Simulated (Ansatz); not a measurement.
Mulliken charges of `Brc1cccs1` from ωB97M-V/def2-TZVPP in Ansatz (PBE0-D4/def2-TZVP geometry).

```csv
atom,x (Å),y (Å),z (Å),charge (e)
Br1,1.310,-0.151,-2.822,-0.007
C2,0.442,0.026,-1.182,-0.091
C3,0.752,-0.611,-0.018,-0.107
C4,-0.122,-0.235,1.031,-0.155
C5,-1.064,0.668,0.639,-0.138
S6,-0.899,1.073,-1.012,0.117
H7,1.568,-1.313,0.078,0.132
H8,-0.052,-0.622,2.039,0.122
H9,-1.846,1.119,1.230,0.127
```

**Question.** By hand: the dipole of these point charges (1 e Å = 4.8032 D).

**Answer.** Σ q r = (-0.103, 0.027, 0.178) e Å, of length 0.207 e Å = 0.99 D.

**Question.** How does the dipole of the full density compare? (An estimate is asked.)

**Answer.** Ansatz gave: (-0.096, -0.021, 0.305) e Å, 1.54 D; the point charges give 0.64 times that, at 17° from its direction.

Point charges leave out the atoms' own dipoles, such as those of lone pairs, and Mulliken's split depends on the basis, so the two needn't agree.
